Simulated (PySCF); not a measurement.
# InN from Hartree–Fock to correlated methods

State: ³Σ⁻ (triplet), unpaired electrons π ↑↑. Set-up: basis In def2-SVPD with ECP28, N def2-SVPD; scalar-relativistic core potentials; PySCF 2.14. De refers to In + N in their high-spin ground configurations, without counterpoise correction. The functionals are run spin-unrestricted. A positive dipole means In(−)N(+).

```tsv
Level	Re (Å)	ωe (cm⁻¹)	De (eV)	μ (D)
ROHF	2.208	488	0.194	-2.48
ROHF-MP2	2.226	464	1.37	n/a
ROHF-SCS-MP2	2.234	457	1.38	n/a
ROHF-CCSD	2.244	442	1.34	n/a
ROHF-CCSD(T)	2.254	430	1.44	n/a
PBE	2.261	427	2.23	-2.27
PBEsol	2.240	439	2.29	-2.14
PW91	2.257	429	2.25	-2.29
r²SCAN	2.236	442	1.84	-2.25
PBE0	2.231	451	1.88	-2.37
CAM-B3LYP	2.218	463	1.94	-2.46
B2PLYP	2.239	447	1.78	-2.58
```

Task: Which functional lies closest to ROHF-CCSD(T) in De, which farthest, and by how much do they differ from it?

Result: Closest is B2PLYP (-1.5 pm in Re, +4.0 % in ωe, +0.34 eV in De against ROHF-CCSD(T) in the same basis), farthest PBEsol (-1.4 pm in Re, +2.1 % in ωe, +0.85 eV in De). CCSD(T) converges more slowly with the basis than the functionals do and binds too weakly in this one, so the order can change at the basis-set limit.

Task: What does a quarter of exact exchange do here, going from PBE to PBE0?

Result: PBE0 less PBE: -3.0 pm in Re, +5.6 % in ωe, -0.35 eV in De. Exact exchange removes part of the self-interaction that spreads semilocal densities, and in most molecules shortens and stiffens the bond and lowers De; so it does here.

Task: What does the step from GGA to meta-GGA do here, going from PBE to r²SCAN?

Result: r²SCAN less PBE: -2.5 pm in Re, +3.5 % in ωe, -0.39 eV in De. 

Correlated steps freeze 5 core orbitals. Correlated levels converge slowly with the basis: in double zeta they bind strong bonds too weakly, by up to about 1 eV, and carry superposition errors of some tenths. These are scalar-relativistic numbers at best; spin–orbit coupling would shift them, the dissociation energy most. B2PLYP dipoles, levels and charges come from its SCF part alone. The state is the lowest determinant that a PBE0 search found; another state may lie lower at other levels.

The whole job (state search and all levels along the bond) took about 4.6 min on 1 thread of Arm Neoverse N1 (shared host), peak memory 0.65 GiB.
